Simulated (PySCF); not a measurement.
Input of a response calculation (the driver script's job line, then coordinates in Å):

```
{"job": {"kind": "uv", "xc": "PBE0", "basis": "def2-SVPD", "nstates": 6, "ntriplets": 2}, "charge": 0, "multiplicity": 1}
C      2.677521     0.228383     0.495162
C      1.903158    -0.034803    -0.786781
C      0.495507     0.545653    -0.716959
P     -0.434073    -0.254651     0.650454
O     -0.331040    -1.716120     0.702311
C     -2.183109     0.394705     0.477418
C     -3.089695    -0.592755    -0.172106
O     -2.478221     1.491379     0.865370
H      2.727154     1.294717     0.708061
H      3.691590    -0.155595     0.414349
H      2.187643    -0.276657     1.328231
H      1.825332    -1.113507    -0.941519
H      2.431533     0.395310    -1.641371
H      0.506354     1.625182    -0.562869
H     -0.049534     0.332337    -1.642884
H     -0.029288     0.421288     1.801688
H     -2.650199    -0.897087    -1.122852
H     -3.119837    -1.483565     0.456325
H     -4.090600    -0.194965    -0.319489
```

Its output, with some lines taken out ([cut]):

```
coarse grid: 16048 points
cycle   1  E = -687.7329978367  dE =  1.144e+00  |g| = 1.122e+00  |ddm| = 5.941e+00
cycle   2  E = -686.6987374604  dE =  1.034e+00  |g| = 2.509e+00  |ddm| = 3.865e+00
cycle   3  E = -687.9859928585  dE = -1.287e+00  |g| = 1.967e-01  |ddm| = 2.989e+00
cycle   4  E = -687.9930168921  dE = -7.024e-03  |g| = 1.149e-01  |ddm| = 4.068e-01
cycle   5  E = -687.9956401313  dE = -2.623e-03  |g| = 4.463e-02  |ddm| = 1.583e-01
cycle   6  E = -687.9960295202  dE = -3.894e-04  |g| = 8.065e-03  |ddm| = 5.002e-02
cycle   7  E = -687.9960430545  dE = -1.353e-05  |g| = 2.654e-03  |ddm| = 1.498e-02
cycle   8  E = -687.9960447373  dE = -1.683e-06  |g| = 5.772e-04  |ddm| = 5.045e-03
final grid: 149480 points
cycle   9  E = -688.0949214843  dE = -3.475e-05  |g| = 1.343e-02  |ddm| = 1.569e-01
cycle  10  E = -688.0948364448  dE =  8.504e-05  |g| = 2.470e-02  |ddm| = 3.829e-02
cycle  11  E = -688.0949586709  dE = -1.222e-04  |g| = 2.950e-03  |ddm| = 2.446e-02
cycle  12  E = -688.0949606011  dE = -1.930e-06  |g| = 3.042e-04  |ddm| = 4.079e-03
cycle  13  E = -688.0949606123  dE = -1.114e-08  |g| = 2.274e-04  |ddm| = 6.944e-04
cycle  14  E = -688.0949606221  dE = -9.778e-09  |g| = 5.390e-05  |ddm| = 2.652e-04
cycle  15  E = -688.0949606227  dE = -6.428e-10  |g| = 1.511e-05  |ddm| = 1.018e-04
converged SCF energy = -688.0949606227

Static polarisability (au): isotropic 89.625, principal 76.669 85.178 107.028

Singlet excitations
state   eV       nm        f      main configurations
  1   3.6308    341.5   0.00111   H->L 0.96
[cut]
[cut]
[cut]
[cut]
  6   7.0399    176.1   0.00746   H->L+3 0.79, H->L+2 0.13

[cut]
```

The calculation used TDDFT PBE0/def2-SVPD, vertical, gas phase, core orbitals frozen in the response in PySCF. One conformer (not necessarily the lowest) at the GFN2-xTB geometry, without solvent, vibrations or thermal averaging.

Q: Restore the lines that were cut, in order.

A: 
```
  2   5.3393    232.2   0.00893   H-1->L 0.99
  3   6.0675    204.3   0.00160   H-2->L 0.93
  4   6.4766    191.4   0.00647   H->L+1 0.87
  5   6.8259    181.6   0.01472   H->L+2 0.68, H->L+4 0.12, H->L+3 0.11
Triplet excitations (Tamm-Dancoff, eV): 3.0203 5.1096
```

Q: What is the total energy of state 2 at this geometry?

A: -688.09496 + 0.19622 = -687.89874 hartree.

Q: Which orbital energies lie behind H and L?

A: HOMO -7.20 eV and LUMO -1.58 eV, a gap of 5.62 eV; state 1 differs from that by -1.99 eV.

Q: What is the gap between the lowest singlet and the lowest triplet?

A: 3.6308 − 3.0203 = 0.6105 eV (full response against Tamm–Dancoff).

Q: Which species is it?

A: `CCC[P@H](=O)C(C)=O` (C5H11O2P), point group C1.

The SCF starts on a coarse grid; the energy jumps when the final grid takes over, and dE counts afresh there. H and L stand for HOMO and LUMO.

Hardware: one thread of an x86-64 server, no GPU, shared host. Cost: 73 s wall.

Conformer computed: `[CH3:1][CH2:2][CH2:3][P@H:4](=[O:5])[C:6]([CH3:7])=[O:8]`: C1–C2–C3–P4 -62°, C2–C3–P4–O5 -47°, C3–P4–C6–C7 101°.
